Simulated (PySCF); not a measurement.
## BI and its ions

PBE0; basis B x2c-SVPall, I x2c-SVPall; spin-free X2C with a Gaussian nucleus; PySCF 2.14. Neutral (UKS): singlet (closed shell), Re = 2.127 Å, ωe = 597 cm⁻¹, De = 3.81 eV, HOMO -7.12 eV, LUMO -2.28 eV.

BI⁺ (UKS): doublet (σ ↑), Re = 1.959 Å, ωe = 819 cm⁻¹, De = 3.50 eV to B⁺ + I. The energies at the minima are -7139.18035 hartree for BI and -7138.84823 for BI⁺.

(1) Work out the adiabatic ionisation energy, without and with harmonic zero-point energies (1 hartree = 27.2114 eV, 1 eV = 8065.5 cm⁻¹), and the change of the bond length.

These are scalar-relativistic numbers at best; spin–orbit coupling would shift them, the dissociation energy most. For an ion De counts to the pair picked by the measured ionisation energies or electron affinities, which need not be the lowest pair at this level. States were picked by a PBE0 search and need not be the measured ground states.

Results:

(1) At PBE0: 0.33212 hartree = 9.037 eV between the minima; the zero-point term (819.0 − 597.0)/2 cm⁻¹ = +0.014 eV makes it 9.051 eV. Re changes by -16.8 pm against the neutral. Minus the HOMO energy is 7.12 eV, -1.92 eV from the value between the minima; self-interaction puts the Kohn–Sham level too high, less so with exact exchange. The electron leaves a σ orbital, and the shorter bond of the ion fits an antibonding orbital, or a change in how ionic the bond is.
